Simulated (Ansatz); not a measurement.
Species: GaF, charge 0, singlet. GaF (SMILES [F][Ga]).
B3LYP-D3(BJ)/def2-TZVP minimum from Ansatz (a quantum-chemistry and plane-wave program):
```xyz
2

Ga     0.0000     0.0000    -0.4051
F      0.0000     0.0000     1.3954
```

Hartree-Fock and MP2 correlation energies in hartree (Ansatz). Open shells are spin-unrestricted; no spin-orbit coupling. Cores are frozen in correlated methods (noble-gas shells, and filled d and f shells in the p block). No relativity.

```
basis    X        E(HF)  E(corr, MP2)
-------  -  -----------  ------------
cc-pVTZ  3  -2022.82051      -0.31176
cc-pVQZ  4  -2022.83327      -0.34036
cc-pV5Z  5  -2022.83584      withheld
```

Task: Fit E(corr) = E∞ + A/X³ to X = 3 and 4, predict X = 5, and compare with the run.

Result: A = (-0.31176 - (-0.34036))/(1/27 - 1/64) = 1.3357; E∞ = -0.34036 - A/64 = -0.36123; at X = 5, E∞ + A/125 = -0.35054. The run gave -0.35241, 1.87 mEh below the prediction. The same form on X = 4 and 5 gives E∞ = -0.36505, 3.82 mEh below the first estimate.
